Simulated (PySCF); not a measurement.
Simulated Cl 2p region for fluorochlorobromomethane, `F[C@@H](Cl)Br`, binding energy against the vacuum level.

Every computed line was given a Gaussian of 0.4 eV full width at half maximum and an area set by the number of equivalent atoms (split 2:1 within a doublet); the highest printed point is 100. Method: delta-SCF UKS SCAN, pcX-2 on the ionised atom, pcseg-1 elsewhere, spin-free X2C (PySCF 2.14.0).

```csv
binding energy (eV),intensity
206.4,0
206.5,2
206.6,8
206.7,25
206.8,56
206.9,89
207.0,100
207.1,79
207.2,45
207.3,18
207.4,5
207.5,1
207.6,0
207.7,0
207.8,0
207.9,0
208.0,0
208.1,0
208.2,2
208.3,7
208.4,19
208.5,36
208.6,49
208.7,47
208.8,32
208.9,15
209.0,5
209.1,1
209.2,0
```

**Question.** How many maxima does the curve show, and how many computed lines lie under it?

**Answer.** The curve has 2 maxima (at 207.0 and 208.6 eV). Under it lie 2 lines from 1 inequivalent chlorine site, drawn as a 2p3/2, 2p1/2 pair.

**Question.** Decompose the envelope and assign each component. Numbering: `[F:1][C@@H:2]([Cl:3])[Br:4]`.

**Answer.** 
| position (eV) | relative area | line | atoms | environment |
| --- | --- | --- | --- | --- |
| 206.98 | 0.67 | Cl 2p3/2 | Cl3 | chlorine on a fluorinated carbon |
| 208.64 | 0.33 | Cl 2p1/2 | Cl3 | chlorine on a fluorinated carbon |

The curve has no shake-up lines and no vibrational structure. 2p3/2 and 2p1/2 are the ΔSCF energy of one spin-free 2p hole plus the eigenvalues of a spin–orbit and ligand-field matrix of the shell. 2p1/2 minus 2p3/2 (ligand field included): Cl 1.65 eV. Geometry: PBE0-D3(BJ)/def2-SVP; no solvent, vibrations or thermal averaging.
